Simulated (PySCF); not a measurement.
## Adding and removing an electron: GeBi

TPSSh; basis Ge def2-SVP, Bi def2-SVP with ECP60; scalar-relativistic core potentials; PySCF 2.14. Neutral (UKS): doublet (π ↑), Re = 2.532 Å, ωe = 251 cm⁻¹, De = 2.51 eV, HOMO -5.26 eV, LUMO -4.46 eV.

GeBi⁺ (UKS): triplet (π ↑↑), Re = 2.689 Å, ωe = 208 cm⁻¹. The energies at the minima are -2291.25530 hartree for GeBi and -2290.97829 for GeBi⁺.

Problem. Work out the adiabatic ionisation energy, without and with harmonic zero-point energies (1 hartree = 27.2114 eV, 1 eV = 8065.5 cm⁻¹), and the change of the bond length.

Solution. At TPSSh: 0.27701 hartree = 7.538 eV between the minima; the zero-point term (208.0 − 251.0)/2 cm⁻¹ = -0.003 eV makes it 7.535 eV. Re changes by +15.7 pm against the neutral. The electron leaves a π orbital, and the longer bond of the ion fits a bonding orbital, or a change in how ionic the bond is.

Spin–orbit coupling is left out, which matters for elements this heavy, above all for dissociation energies. States were picked by a PBE0 search and need not be the measured ground states.
